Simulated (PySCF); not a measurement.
**Ionisation energy along the 8-electron series**

Calculated with PySCF 2.14 and a two-component X2C-1e Hamiltonian (Gaussian nucleus, no Breit or QED terms), each ion in its own even-tempered basis scaled to its charge; GMP2 freezes nothing and drops the highest virtual spinors. Values in eV. NIST values: (m) measured, (s) semi-empirical, (t) theoretical.

| ion | configuration | GHF (spin-free) | GMP2 (spin-free) | GHF (screened spin-orbit) | GMP2 (screened spin-orbit) | NIST |
| --- | --- | --- | --- | --- | --- | --- |
| La⁴⁹⁺ | [He] 2s2 2p4 | 9290.3 | 9292.0 | 9191.2 | 9191.1 | 9184 ± 4 (t) |
| Pr⁵¹⁺ | [He] 2s2 2p4 | 10040.2 | 10042.0 | 9920.9 | 9920.8 | 9913 ± 4 (t) |

(1) Fill in the row of Ce⁵⁰⁺.

Answers

(1) configuration: [He] 2s2 2p4; GHF (spin-free): 9661.4; GMP2 (spin-free): 9663.1; GHF (screened spin-orbit): 9552.5; GMP2 (screened spin-orbit): 9552.4; NIST: 9545 ± 4 (t).
